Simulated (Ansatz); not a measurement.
Born–Oppenheimer molecular dynamics of ClGaH2 (4 atoms, charge 0, multiplicity 1). It starts from a relaxed structure.

Level of theory: RKS PBE/def2-SVPD in Ansatz 0.2.0.

* ensemble: NVE (velocity Verlet)
* time step: 0.5 fs
* steps asked: 100
* starting velocities drawn for: 700 K
* masses: H 10 u
* seed: 583023

First frame:

```xyz
4
Properties=species:S:1:pos:R:3
Ga -0.050 0.000 0.029
H 0.105 0.000 1.585
Cl 1.846 0.000 -1.066
H -1.320 0.000 -0.883
```

Q: How far do the bonds stretch over the last three quarters of this one trajectory? (Pairs bonded in most of those frames.)

A: 
| bond | mean (Å) | spread (Å) | shortest | longest |
| --- | --- | --- | --- | --- |
| Ga1–H2 | 1.555 | 0.054 | 1.49 | 1.65 |
| Ga1–Cl3 | 2.153 | 0.049 | 2.10 | 2.25 |
| Ga1–H4 | 1.584 | 0.048 | 1.49 | 1.64 |

Mean temperature of the second half: 344 K. The conserved energy stayed within 0.025 meV per atom of its start (net change 0.0042 meV per atom), so the integration is sound. A run of 0.05 ps of so small a system gives no equilibrium averages.

The run took 2.8 min on 1 thread of Arm Neoverse V1 (shared host), peak memory 0.14 GiB.
